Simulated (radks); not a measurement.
Polarisability of the europium ion Eu2+, [Xe] 4f7, at imaginary frequency. Calculated with a radial shooting solver on a logarithmic mesh with Libxc functionals: scalar-relativistic Kohn-Sham, LB94 model potential, spin-unpolarised, spherical densities, finite nucleus; Fermi nuclear charge, rms radius 5.1115 fm. Response by self-consistent Sternheimer equations with the Hartree and adiabatic LDA kernel, the relativistic mass of each level held fixed and spin-orbit coupling left out.

w (hartree),alpha1(iw) (bohr^3)
0.00266,9.105
0.0143,9.090
0.0360,9.011
0.0697,8.782
0.118,8.345
0.186,7.751
0.280,7.101
0.413,6.398
0.605,5.536
0.892,4.422
1.35,3.126
2.12,1.892
3.59,0.9559
6.94,0.3747
17.5,0.08724

Static values: alpha1 = 9.106 bohr^3 (1.349 angstrom^3; uncoupled 20.05). C6 = 51.76, triple-dipole C9 = 298.8 atomic units. One-pole (London) frequency 4 C6 / (3 alpha1^2) = 0.832 hartree, against 0.893 for minus the highest occupied eigenvalue.
